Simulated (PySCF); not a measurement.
Start geometry of `FB(F)C1=C[C@H]1Br` from a GFN2-xTB structure with every atom displaced at random (by about 0.01 Å) (Å):
```
atom  x, y, z in Å
F1     1.8601   -0.9628   -1.7966
B2     0.9400   -0.0529   -1.4243
F3     0.7568    0.9594   -2.2517
C4     0.1868   -0.2036   -0.1277
C5    -0.0206   -0.7449    1.0602
C6    -1.0209    0.2740    0.6839
Br7   -0.9586    2.0342    1.5229
H8     0.3518   -1.3500    1.8549
H9    -2.0378    0.0294    0.4447
```

What comes out of this run: PBE0-D3(BJ)/def2-SVP geometry optimisation, gas phase in PySCF?

```
atom  x, y, z in Å
F1     1.5051   -1.1195   -2.0091
B2     0.7696   -0.1359   -1.5344
F3     0.6025    0.9306   -2.2822
C4     0.1091   -0.2327   -0.1447
C5     0.0659   -0.7221    1.0738
C6    -0.8930    0.3396    0.7907
Br7   -0.6228    2.1160    1.5533
H8     0.4960   -1.3680    1.8366
H9    -1.9704    0.1733    0.6795
```

The energy falls by 9.6 kJ/mol over 12 energy and gradient evaluations, the largest force component goes from 0.0392 to 2.3e-04 Eh/bohr, and the atoms move by 0.044 Å rms after alignment. The bond that changes most is C4–C6 (fully substituted alkene carbon to sp3 C–Br carbon), which shortens by 0.046 Å. Bonds longer at the end by more than 0.005 Å: 3 of 9; shorter: 5. Among the angles that change most is F3–B2–C4, from 123.1° to 120.7°. Among the dihedrals that turn most is B2–C4–C5–H8, from 13° to 0°. Rotational constants go from 4080, 754.3, 663.0 to 4083, 769.3, 671.6 MHz. The orientation of the end geometry is arbitrary; only internal coordinates are fixed.

The run used 126 basis functions and 78 SCF cycles in all. Hardware: one thread, Arm Neoverse V1 (aarch64), shared host with 32 logical CPUs at a one-minute load of 30. Cost: 88 s, 0.54 GiB resident at most.

No frequency check. The numbers are those of one conformer.
